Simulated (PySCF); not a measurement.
# Computed spin Hamiltonian

C4H10P2Si (charge +1 and doublet state).
SMILES with atom numbers: `[CH:1]#[C:2][CH2:3][CH2:4][SiH:5]([PH2:6])[PH2+:7]` (hydrogens: H8 on C1; H9, H10 on C3; H11, H12 on C4; H13 on Si5; H14, H15 on P6; H16, H17 on P7)

Geometry (GFN2-xTB, Å), atoms numbered from 1 in this order:
```
atom  x, y, z in Å
C1    -2.751    0.444   -1.744
C2    -2.170   -0.308   -1.011
C3    -1.469   -1.194   -0.111
C4    -0.739   -0.423    0.999
Si5    0.528    0.815    0.302
P6     1.589   -0.247   -1.430
P7     2.091    1.233    1.921
H8    -3.277    1.075   -2.398
H9    -2.192   -1.883    0.334
H10   -0.755   -1.792   -0.691
H11   -0.256   -1.139    1.669
H12   -1.478    0.114    1.597
H13    0.001    2.080   -0.206
H14    2.677    0.573   -1.697
H15    2.335   -1.226   -0.779
H16    3.098    1.869    1.207
H17    2.761    0.019    2.028
```

The hyperfine couplings belong to this conformer and change with its torsions.

Computed with UKS B3LYP, pcH-1 on C H P Si, non-relativistic, mean-field spin-orbit, GIAO in PySCF. Geometry: GFN2-xTB, one conformer, isolated ion. The geometry wasn't refined by DFT: couplings that depend on bond lengths, twists or pyramidal angles can differ widely from those at the functional's own minimum, by a factor of two or more for some ions and for spin on atoms past the first row. The SCF solution wasn't tested for stability.

```
g1, g2, g3                      : 2.00233, 2.00723, 2.01795
g_iso                           : 2.00917
Form of g                       : rhombic: the two nearest values differ by 31 % of g3 − g1
⟨S²⟩                            : 0.7601 (exact 0.7500)
α and β electrons               : 39, 38
HOMO–LUMO gap, α and β orbitals : 5.94, 1.01 eV
```

Hyperfine couplings atom by atom, in G; T1 to T3 are the principal values of the dipolar part; ρ(0) is the spin density at the nucleus (MHz turned into gauss with g_iso; 10 G = 1 mT):

```json
{"atom": "C1", "isotope": "13C", "a_iso": "0.1", "of which spin–orbit": "0.0", "T1": "-0.2", "T2": "-0.1", "T3": "0.3", "Mulliken spin population": "0.00", "ρ(0) (bohr⁻³)": "0.0001"}
{"atom": "C2", "isotope": "13C", "a_iso": "-0.1", "of which spin–orbit": "0.0", "T1": "-0.1", "T2": "-0.1", "T3": "0.2", "Mulliken spin population": "0.00", "ρ(0) (bohr⁻³)": "-0.0003"}
{"atom": "C3", "isotope": "13C", "a_iso": "-0.2", "of which spin–orbit": "0.0", "T1": "-0.3", "T2": "0.0", "T3": "0.3", "Mulliken spin population": "0.00", "ρ(0) (bohr⁻³)": "-0.0004"}
{"atom": "C4", "isotope": "13C", "a_iso": "-0.4", "of which spin–orbit": "0.0", "T1": "-0.2", "T2": "-0.1", "T3": "0.3", "Mulliken spin population": "0.00", "ρ(0) (bohr⁻³)": "-0.0011"}
{"atom": "Si5", "isotope": "29Si", "a_iso": "16.9", "of which spin–orbit": "-0.1", "T1": "-10.3", "T2": "3.0", "T3": "7.3", "Mulliken spin population": "0.00", "ρ(0) (bohr⁻³)": "-0.0538"}
{"atom": "P6", "isotope": "31P", "a_iso": "136.7", "of which spin–orbit": "-0.3", "T1": "-67.9", "T2": "-63.5", "T3": "131.5", "Mulliken spin population": "0.53", "ρ(0) (bohr⁻³)": "0.2127"}
{"atom": "P7", "isotope": "31P", "a_iso": "127.0", "of which spin–orbit": "-0.3", "T1": "-62.9", "T2": "-59.0", "T3": "121.9", "Mulliken spin population": "0.48", "ρ(0) (bohr⁻³)": "0.1976"}
{"atom": "H8", "isotope": "1H", "a_iso": "-0.1", "of which spin–orbit": "0.0", "T1": "-0.2", "T2": "-0.1", "T3": "0.3", "Mulliken spin population": "0.00", "ρ(0) (bohr⁻³)": "-0.0001"}
{"atom": "H9", "isotope": "1H", "a_iso": "-0.3", "of which spin–orbit": "0.0", "T1": "-0.3", "T2": "-0.1", "T3": "0.4", "Mulliken spin population": "0.00", "ρ(0) (bohr⁻³)": "-0.0002"}
{"atom": "H10", "isotope": "1H", "a_iso": "0.4", "of which spin–orbit": "0.0", "T1": "-0.7", "T2": "-0.4", "T3": "1.1", "Mulliken spin population": "0.00", "ρ(0) (bohr⁻³)": "0.0003"}
{"atom": "H11", "isotope": "1H", "a_iso": "0.1", "of which spin–orbit": "0.0", "T1": "-0.5", "T2": "0.0", "T3": "0.5", "Mulliken spin population": "0.00", "ρ(0) (bohr⁻³)": "0.0000"}
{"atom": "H12", "isotope": "1H", "a_iso": "0.5", "of which spin–orbit": "0.0", "T1": "-0.4", "T2": "-0.1", "T3": "0.5", "Mulliken spin population": "0.00", "ρ(0) (bohr⁻³)": "0.0003"}
{"atom": "H13", "isotope": "1H", "a_iso": "-1.8", "of which spin–orbit": "0.0", "T1": "-1.0", "T2": "0.2", "T3": "0.8", "Mulliken spin population": "0.00", "ρ(0) (bohr⁻³)": "-0.0012"}
{"atom": "H14", "isotope": "1H", "a_iso": "2.4", "of which spin–orbit": "0.0", "T1": "-3.2", "T2": "0.2", "T3": "2.9", "Mulliken spin population": "-0.01", "ρ(0) (bohr⁻³)": "0.0015"}
{"atom": "H15", "isotope": "1H", "a_iso": "3.7", "of which spin–orbit": "0.0", "T1": "-3.2", "T2": "0.2", "T3": "3.0", "Mulliken spin population": "0.00", "ρ(0) (bohr⁻³)": "0.0023"}
{"atom": "H16", "isotope": "1H", "a_iso": "2.4", "of which spin–orbit": "0.0", "T1": "-3.0", "T2": "0.3", "T3": "2.7", "Mulliken spin population": "0.00", "ρ(0) (bohr⁻³)": "0.0015"}
{"atom": "H17", "isotope": "1H", "a_iso": "4.5", "of which spin–orbit": "0.0", "T1": "-3.0", "T2": "0.2", "T3": "2.8", "Mulliken spin population": "0.00", "ρ(0) (bohr⁻³)": "0.0028"}
```

The Mulliken spin populations are largest on P6 (+0.53) and P7 (+0.48). The angles at P6 add up to 301.2°, so it is pyramidal.

The SMILES `C#CCC[SiH](P)[PH2+]` draws the unpaired electron on P7, whose computed spin population is only +0.48.

Under fast tumbling the dipolar parts average out, and these isotropic splittings remain: 2 × 31P (P6/P7, I = 1/2, 3 lines) with 13.18 mT, 4 × 1H (H14/H15/H16/H17, I = 1/2, 5 lines) with 0.33 mT and 1 × 1H (H13, I = 1/2, 2 lines) with 0.18 mT.

Nuclei that the bonding pattern makes equivalent are averaged, as if the motion that swaps them (rotation, inversion, ring flip) were fast. The 1H value of +9.2 MHz is a mean of couplings from 6.6 to 12.7 MHz in this one geometry, not an average over conformers.

The 29Si coupling of Si5 (47.4 MHz) shows only in satellite lines or after enrichment, since that isotope makes up about 4.7 % of natural silicon.

The spin density at the nucleus, in bohr⁻³, is negative for Si5 (-0.0538), H13 (-0.0012) and C4 (-0.0011), for instance. A restricted open-shell determinant has no negative spin density anywhere; here it arises because α and β orbitals differ (spin polarisation).
